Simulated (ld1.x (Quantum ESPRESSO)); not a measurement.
## An all-electron radial function and its pseudo partner (nitrogen)

Columns: radius, all-electron u(r) and pseudo u(r) of the 2s shell (level -24.91 eV) of nitrogen in the configuration [He] 2s2 2p2.5; LDA (PZ), non-relativistic, ultrasoft scheme, ld1.x (Quantum ESPRESSO) 7.5.

```json
{"r (bohr)": "0.070", "all-electron": "0.3484", "pseudo": "-0.1135"}
{"r (bohr)": "0.140", "all-electron": "0.3903", "pseudo": "-0.2247"}
{"r (bohr)": "0.210", "all-electron": "0.2821", "pseudo": "-0.3316"}
{"r (bohr)": "0.280", "all-electron": "0.1092", "pseudo": "-0.4324"}
{"r (bohr)": "0.350", "all-electron": "-0.0813", "pseudo": "-0.5252"}
{"r (bohr)": "0.420", "all-electron": "-0.2643", "pseudo": "-0.6089"}
{"r (bohr)": "0.490", "all-electron": "-0.4274", "pseudo": "-0.6826"}
{"r (bohr)": "0.560", "all-electron": "-0.5654", "pseudo": "-0.7456"}
{"r (bohr)": "0.630", "all-electron": "-0.6769", "pseudo": "-0.7978"}
{"r (bohr)": "0.700", "all-electron": "-0.7631", "pseudo": "-0.8393"}
{"r (bohr)": "0.770", "all-electron": "-0.8261", "pseudo": "-0.8705"}
{"r (bohr)": "0.840", "all-electron": "-0.8688", "pseudo": "-0.8920"}
{"r (bohr)": "0.910", "all-electron": "-0.8941", "pseudo": "-0.9043"}
{"r (bohr)": "0.980", "all-electron": "-0.9048", "pseudo": "-0.9081"}
{"r (bohr)": "1.050", "all-electron": "-0.9034", "pseudo": "-0.9040"}
{"r (bohr)": "1.120", "all-electron": "-0.8924", "pseudo": "-0.8924"}
{"r (bohr)": "1.190", "all-electron": "-0.8737", "pseudo": "-0.8737"}
{"r (bohr)": "1.260", "all-electron": "-0.8492", "pseudo": "-0.8492"}
{"r (bohr)": "1.330", "all-electron": "-0.8202", "pseudo": "-0.8202"}
{"r (bohr)": "1.400", "all-electron": "-0.7880", "pseudo": "-0.7880"}
{"r (bohr)": "1.470", "all-electron": "-0.7536", "pseudo": "-0.7536"}
{"r (bohr)": "1.540", "all-electron": "-0.7180", "pseudo": "-0.7180"}
{"r (bohr)": "1.610", "all-electron": "-0.6816", "pseudo": "-0.6816"}
{"r (bohr)": "1.680", "all-electron": "-0.6452", "pseudo": "-0.6452"}
{"r (bohr)": "1.750", "all-electron": "-0.6090", "pseudo": "-0.6090"}
{"r (bohr)": "1.820", "all-electron": "-0.5736", "pseudo": "-0.5736"}
```

(1) How many radial nodes do the two functions have?

(2) At about which radius was the pseudo-wave matched?

(3) Is the pseudo-wave norm-conserving?

Answers

(1) The all-electron 2s function has n − l − 1 = 1; the pseudo-wave has 0, since the states of the same l below it are removed with the core.

(2) 1.15 bohr, where the columns begin to agree (steps of 0.07 bohr).

(3) No, it belongs to an ultrasoft set: the norm inside the radius is not constrained, and the difference is carried by the augmentation charge.
